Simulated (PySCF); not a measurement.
```xyz
8

C     -0.9838    -0.0258    -0.0918
Si     0.8343     0.0219     0.0779
F      1.3834     1.5039     0.0772
F      1.3141    -0.6514     1.4248
F      1.5526    -0.7409    -1.1053
H     -1.2955     0.4434    -1.0272
H     -1.3436    -1.0568    -0.0892
H     -1.4615     0.5057     0.7337
```

Charge 0, multiplicity 1.

Task: Give the Mulliken and meta-Löwdin atomic charges from PBE-D3(BJ)/def2-TZVP // r2SCAN-D4/def2-TZVP run with PySCF.

Result: 
```json
[
 {"atom": "C1", "Mulliken (e)": "-0.49", "meta-Löwdin (e)": "-0.67"},
 {"atom": "Si2", "Mulliken (e)": "0.82", "meta-Löwdin (e)": "1.61"},
 {"atom": "F3", "Mulliken (e)": "-0.26", "meta-Löwdin (e)": "-0.47"},
 {"atom": "F4", "Mulliken (e)": "-0.26", "meta-Löwdin (e)": "-0.47"},
 {"atom": "F5", "Mulliken (e)": "-0.26", "meta-Löwdin (e)": "-0.47"},
 {"atom": "H6", "Mulliken (e)": "0.15", "meta-Löwdin (e)": "0.16"},
 {"atom": "H7", "Mulliken (e)": "0.15", "meta-Löwdin (e)": "0.16"},
 {"atom": "H8", "Mulliken (e)": "0.15", "meta-Löwdin (e)": "0.16"}
]
```
